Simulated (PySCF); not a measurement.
H2FGa (SMILES [F][GaH2]), singlet, geometry from GFN2-xTB (such geometries of metal compounds can be far from the true shape); HF/6-31G, polarisability (PySCF).

Input for PySCF:
```python
from pyscf import gto, scf
from pyscf.prop import polarizability

mol = gto.M(
    atom='''
Ga   -0.147617   -0.288904    0.099803
H     0.593835   -1.068199    1.205408
H    -1.468262   -0.643151   -0.614215
F     0.605618    1.185262   -0.409453
''',
    basis='6-31g',
    charge=0,
    spin=0,
    verbose=4,
)

mf = scf.RHF(mol)
mf.kernel()
alpha = mf.Polarizability().polarizability()[2, 2]
print('alpha_zz =', alpha)
```

The log (banner, timings and long lists left out):

```
site-packages/pyscf/prop/efg/rhf.py:45: UserWarning: Module EFG is under testing
  warnings.warn('Module EFG is under testing')
site-packages/pyscf/prop/efg/dhf.py:30: UserWarning: Module EFG is under testing
  warnings.warn('Module EFG is under testing')
site-packages/pyscf/prop/zfs/uhf.py:40: UserWarning: Module ZFS is under testing
  warnings.warn('Module ZFS is under testing')
site-packages/pyscf/prop/gtensor/uhf.py:43: UserWarning: Module g-tensor is under testing
  warnings.warn('Module g-tensor is under testing')
site-packages/pyscf/prop/gtensor/uks.py:41: UserWarning: Module g-tensor is under testing
  warnings.warn('Module g-tensor is under testing')
site-packages/pyscf/prop/hfc/uks.py:35: UserWarning: Module HFC is under testing
  warnings.warn('Module HFC is under testing')
site-packages/pyscf/prop/magnetizability/rhf.py:39: UserWarning: Module magnetizability is under testing
  warnings.warn('Module magnetizability is under testing')
site-packages/pyscf/prop/magnetizability/uhf.py:37: UserWarning: Module magnetizability is under testing
  warnings.warn('Module magnetizability is under testing')
site-packages/pyscf/prop/magnetizability/rks.py:37: UserWarning: Module magnetizability is under testing
  warnings.warn('Module magnetizability is under testing')
site-packages/pyscf/prop/magnetizability/uks.py:39: UserWarning: Module magnetizability is under testing
  warnings.warn('Module magnetizability is under testing')
site-packages/pyscf/prop/polarizability/uhf.py:34: UserWarning: Module polarizability is under testing
  warnings.warn('Module polarizability is under testing')
site-packages/pyscf/prop/polarizability/rks.py:29: UserWarning: Module polarizability is under testing
  warnings.warn('Module polarizability is under testing')
site-packages/pyscf/prop/polarizability/uks.py:29: UserWarning: Module polarizability is under testing
  warnings.warn('Module polarizability is under testing')
PySCF version 2.14.0

[INPUT] verbose = 4
[INPUT] num. atoms = 4
[INPUT] num. electrons = 42
[INPUT] charge = 0
[INPUT] spin (= nelec alpha-beta = 2S) = 0
[INPUT] symmetry False subgroup None
[INPUT] Mole.unit = angstrom
[INPUT] Symbol           X                Y                Z      unit          X                Y                Z       unit  Magmom
[INPUT]  1 Ga    -0.147617000000  -0.288904000000   0.099803000000 AA   -0.278955701330  -0.545949436291   0.188600336410 Bohr   0.0
[INPUT]  2 H      0.593835000000  -1.068199000000   1.205408000000 AA    1.122185513181  -2.018603556534   2.277890988360 Bohr   0.0
[INPUT]  3 H     -1.468262000000  -0.643151000000  -0.614215000000 AA   -2.774613059106  -1.215379246740  -1.160698131600 Bohr   0.0
[INPUT]  4 F      0.605618000000   1.185262000000  -0.409453000000 AA    1.144452156107   2.239820565854  -0.773754030882 Bohr   0.0

nuclear repulsion = 110.13754225353
number of shells = 20
number of NR pGTOs = 120
number of NR cGTOs = 40
basis = 6-31g
ecp = {}

******** <class 'pyscf.scf.hf.RHF'> ********
method = RHF
initial guess = minao
damping factor = 0
level_shift factor = 0
DIIS = <class 'pyscf.scf.diis.CDIIS'>
diis_start_cycle = 1
diis_space = 8
diis_damp = 0
SCF conv_tol = 1e-09
SCF conv_tol_grad = None
SCF max_cycles = 50
direct_scf = True
direct_scf_tol = 1e-13
Set gradient conv threshold to 3.16228e-05
Initial guess from minao.
init E= -2022.73925486479
  HOMO = -0.335121333418004  LUMO = 0.00389896565325731  gap/eV = 9.22521
cycle= 1 E= -2023.46336348476  delta_E= -0.724  |g|= 0.526  |ddm|= 1.69
  HOMO = -0.417826094265097  LUMO = 0.0301000776584743  gap/eV = 12.18869
cycle= 2 E= -2023.50133673581  delta_E= -0.038  |g|= 0.371  |ddm|= 0.646
  HOMO = -0.452443889231097  LUMO = 0.0311105897373665  gap/eV = 13.15819
cycle= 3 E= -2023.52271576822  delta_E= -0.0214  |g|= 0.0256  |ddm|= 0.228
  HOMO = -0.448886401102726  LUMO = 0.0344517425419464  gap/eV = 13.15230
cycle= 4 E= -2023.52314928762  delta_E= -0.000434  |g|= 0.00803  |ddm|= 0.0623
  HOMO = -0.448786343610367  LUMO = 0.0346349568341773  gap/eV = 13.15456
cycle= 5 E= -2023.52316638048  delta_E= -1.71e-05  |g|= 0.00275  |ddm|= 0.00955
  HOMO = -0.448974386005845  LUMO = 0.0345388833844211  gap/eV = 13.15707
cycle= 6 E= -2023.52316973684  delta_E= -3.36e-06  |g|= 0.000618  |ddm|= 0.00486
  HOMO = -0.448968867233285  LUMO = 0.0345371330564332  gap/eV = 13.15687
cycle= 7 E= -2023.52317005392  delta_E= -3.17e-07  |g|= 9.89e-05  |ddm|= 0.00168
  HOMO = -0.448955890654312  LUMO = 0.0345395706373086  gap/eV = 13.15658
cycle= 8 E= -2023.52317006026  delta_E= -6.34e-09  |g|= 1.53e-05  |ddm|= 0.000234
  HOMO = -0.448954994655423  LUMO = 0.0345389889242047  gap/eV = 13.15654
cycle= 9 E= -2023.52317006039  delta_E= -1.29e-10  |g|= 2.73e-06  |ddm|= 3.13e-05
  HOMO = -0.448955088530859  LUMO = 0.0345389013839568  gap/eV = 13.15654
Extra cycle  E= -2023.52317006039  delta_E= -9.09e-13  |g|= 1.09e-06  |ddm|= 3.51e-06
converged SCF energy = -2023.52317006039
Isotropic polarizability 17.9487587246
Polarizability anisotropy 2.46247309491
alpha_zz = 17.349001590298162
```
